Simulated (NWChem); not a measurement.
# CH5ClO2Si; SMILES CO[SiH](O)Cl

```xyz
10

Si     0.5418     0.1567    -0.3943
O      1.9000     0.7642     0.2942
Cl    -1.1295     1.2815     0.0963
O      0.2945    -1.3628     0.1811
C     -0.8569    -2.1583     0.0831
H      0.7304     0.2282    -1.8571
H      1.9802     0.6931     1.2506
H     -0.9746    -2.5749    -0.9326
H     -0.7646    -2.9981     0.7877
H     -1.7685    -1.5894     0.3345
```
Atoms are numbered in this order, from 1.

All runs: NWChem. The geometry was optimised at PBE0/def2-SVP. Total energies compare along this basis series because the functional is fixed.

```csv
level,basis functions,energy (Ha),highest occupied level (eV),orbital gap (eV),dipole (D)
PBE/cc-pVDZ,103,-940.8228,-6.82,7.08,1.59
PBE/aug-cc-pVDZ,168,-940.8519,___,___,1.56
PBE/cc-pVTZ,228,-940.9428,-7.03,6.93,1.58
```

Question: Complete the blanks.

Answer: 
- PBE/aug-cc-pVDZ, highest occupied level (eV): -7.09
- PBE/aug-cc-pVDZ, orbital gap (eV): 6.28
